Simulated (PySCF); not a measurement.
# Relaxation of triplet CdSe₂

All numbers come from UPBE in PySCF with Cd def2-SVP with ECP28, Se def2-SVP; scalar-relativistic core potentials, no spin–orbit coupling; density-fitted integrals. A (50,194) grid was used.

A hand-made end-on start, of Cs symmetry, held to at least that symmetry:

```xyz
3
charge 0 multiplicity 3, angstrom
Cd   -0.5943    0.0000   -1.8571
Se   -0.5943    0.0000    0.7385
Se    1.4415    0.0000    1.9085
```

Optimiser trace:
```tsv
step	E − E(last) (kJ/mol)	largest gradient (Eh/bohr)
0	27.30	0.03407
1	13.01	0.02021
2	5.36	0.01066
3	1.97	0.00443
4	0.67	0.00195
5	0.41	0.00116
6	0.32	0.00053
7	0.28	0.00076
8	0.20	0.00108
9	0.07	0.00076
10	0.02	0.00066
11	0.00	0.00018
12	0.00	0.00008
```

It ends at Cs with Cd–Se 3.087 Å, Se–Se 2.219 Å; Cd–Se–Se 111.3° (after a last refinement on a finer grid). A frequency run shows a minimum. Other isomers or separated fragments may lie lower.

The relaxation took 39 s on 2 threads of a shared Arm Neoverse V1 host, with 95 basis functions and 13 gradients; the process peaked at 0.49 GiB.
